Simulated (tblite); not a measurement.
F$_{2}$Ge, charge +1, doublet, geometry from GFN2-xTB (a state made from the parent by changing its charge; the spin is typed, not shown lowest); GFN1-xTB (tblite).

tblite was given this input:
```
$ tblite run mol.xyz --method gfn1 --charge 1 --spin 1 --guess eeq --json tblite.json --no-restart

# file mol.xyz
3

Ge     0.00968897    -0.00677150     0.30189338
F      0.79518697     1.45460593    -0.53041594
F     -0.82963666    -1.43052947    -0.54298275
```

### Question
What does tblite print? Leave out banner, timings and long lists.

### Answer

```
xTB calculator
 | screened Coulomb repulsion
 | Coulomb electrostatics
 |  * isotropic Klopman-Ohno-Mataga-Nishimoto electrostatics
 |  * onsite third-order electrostatics
 | DFT-D3(BJ) dispersion correction

halogen bonding energy    0.0000000000000E+00 Eh
repulsion energy          2.2181414647131E-03 Eh
dispersion energy        -3.6371726813242E-04 Eh
number of electrons       1.7000000000000E+01 e
integral cutoff           4.0000000000000E+01 bohr

------------------------------------------------------------
  cycle        total energy    energy error   density error
------------------------------------------------------------
      1     -11.10373942197  -1.1105594E+01   5.5784521E-01
      2     -10.74092301338   3.6281641E-01   5.4022283E-01
      3     -11.31298710367  -5.7206409E-01   1.6161978E-01
      4     -11.36494559410  -5.1958490E-02   6.4551486E-02
      5     -11.36420078250   7.4481160E-04   6.8418162E-02
      6     -11.36961761863  -5.4168361E-03   1.9725018E-02
      7     -11.36993209127  -3.1447264E-04   5.8556421E-03
      8     -11.36997103614  -3.8944867E-05   1.0768003E-03
      9     -11.36997237844  -1.3422998E-06   3.4385409E-04
     10     -11.36997253346  -1.5502036E-07   1.8452748E-05
------------------------------------------------------------

electronic energy        -1.1371826957656E+01 Eh
total energy             -1.1369972533459E+01 Eh

Post processing:
 | Mayer-Wiberg bond orders

[Info] JSON dump of results written to 'tblite.json'
```
